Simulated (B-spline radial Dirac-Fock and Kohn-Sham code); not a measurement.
# Dipole and non-dipole photoemission parameters of Nd²⁺ 5p1/2

System: Nd²⁺, [Xe] 4f4; threshold 41.52 eV (orbital energy of the model). Model: Dirac-Hartree-Slater photoionisation with a Latter tail; cross sections with all multipoles, angular parameters from the dipole term and its interference with E2. Program: a B-spline atomic structure program.

```
hν (eV)  σ (kb)       β       γ       δ
   53.5     671   1.667   0.193  -0.017
   58.4     493   1.472   0.272  -0.023
   65.6     319   1.194   0.323  -0.027
   65.7     318   1.190   0.324  -0.027
     80     179   0.661   0.326  -0.025
   83.7     158   0.532   0.312  -0.023
    104    92.8   0.035   0.149  -0.005
    129    63.5  -0.065  -0.013   0.017
    232    32.4   0.677   0.066   0.031
    314    24.9   1.066   0.198   0.022
    360    21.7   1.200   0.242   0.017
    371    21.1   1.226   0.249   0.016
    503    15.0   1.441   0.276   0.008
    703    9.91   1.590   0.219   0.002
    711    9.76   1.594   0.216   0.002
    800    8.33   1.629   0.181   0.001
   1220    4.47   1.703   0.046  -0.001
 1253.6    4.28   1.706   0.039  -0.001
   1440       ?       ?       ?       ?
   1580    2.92   1.718  -0.010  -0.002
   2000    1.93   1.715  -0.021  -0.002
   2240    1.57   1.708  -0.010  -0.002
   2930   0.940   1.683   0.062  -0.002
   3180   0.800   1.673   0.097  -0.002
   3630   0.611   1.654   0.167  -0.001
   4630   0.365   1.611   0.336   0.003
 5414.7   0.258   1.578   0.470   0.007
 8047.8   0.103   1.481   0.879   0.024
  12000  0.0376   1.364   1.369   0.056
  15000  0.0208   1.291   1.657   0.083
```

Q: Give the values at 1440 eV.

A: σ = 3.42 kb, β = 1.715, γ = 0.006, δ = -0.002.

Values without a named source are computed, but for edge energies of neutral atoms, which are taken from tables.
